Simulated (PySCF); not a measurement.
C4H8OSi, SMILES CC1=C[C@H]([SiH3])O1. Atoms are numbered in the order given.

```xyz
14

C      2.5781     0.6107     0.5498
C      1.3036     0.1657    -0.0574
C      0.5102     0.4153    -1.1199
C     -0.4491    -0.6073    -0.5557
Si    -2.0736     0.0440     0.1854
O      0.5227    -0.8096     0.5447
H      2.4034     1.0251     1.5568
H      3.2745    -0.2372     0.6586
H      3.0509     1.3816    -0.0744
H      0.5244     1.0756    -1.9820
H     -0.5677    -1.5442    -1.1270
H     -1.7654     1.2334     1.0250
H     -2.7306    -1.0114     1.0095
H     -2.9983     0.4325    -0.9212
```
Charge 0, spin multiplicity 1.

Geometry: B3LYP-D3(BJ)/def2-SVP. The structure was generated by enumeration; whether it is a known compound was not checked.

All values below come from TDA-CAM-B3LYP/def2-SVPD (PySCF).

Vertical excitations. Gas-phase values at a fixed geometry.

Computed lowest excited states:
```csv
state,energy (eV),λ (nm),f,main pairs
S1,6.23,199,0.003,"HOMO→LUMO 56 %, HOMO→LUMO+1 28 %"
S2,6.44,193,0.047,"HOMO→LUMO+4 53 %, HOMO→LUMO 19 %, HOMO→LUMO+2 13 %"
S3,6.73,184,0.163,"HOMO→LUMO+1 53 %, HOMO→LUMO+2 18 %, HOMO→LUMO 9 %"
S4,6.79,183,0.027,"HOMO→LUMO+2 57 %, HOMO→LUMO+4 27 %"
S5,7.27,171,0.004,"HOMO→LUMO+3 50 %, HOMO→LUMO+5 31 %, HOMO→LUMO 8 %"
S6,7.46,166,0.016,"HOMO→LUMO+5 45 %, HOMO→LUMO+3 20 %, HOMO→LUMO+8 14 %, HOMO→LUMO+9 8 %"
S7,7.65,162,0.035,HOMO→LUMO+6 78 %
S8,7.82,159,0.013,"HOMO→LUMO+8 33 %, HOMO→LUMO+7 20 %, HOMO→LUMO+5 11 %, HOMO→LUMO+6 9 %"
S9,7.95,156,0.196,"HOMO−1→LUMO 44 %, HOMO−1→LUMO+1 15 %, HOMO−1→LUMO+3 14 %"
S10,8.01,155,0.011,"HOMO−1→LUMO+4 26 %, HOMO−1→LUMO+1 23 %, HOMO→LUMO+7 20 %, HOMO→LUMO+8 13 %"
T1,4.07,305,0,"HOMO→LUMO+1 36 %, HOMO→LUMO+3 28 %, HOMO→LUMO 20 %"
T2,6.07,204,0,"HOMO→LUMO+1 27 %, HOMO→LUMO+4 26 %, HOMO→LUMO 26 %"
T3,6.24,199,0,"HOMO→LUMO+4 49 %, HOMO→LUMO 30 %, HOMO→LUMO+1 9 %"
T4,6.67,186,0,HOMO→LUMO+2 81 %
```
Triplets are in the Tamm–Dancoff approximation.
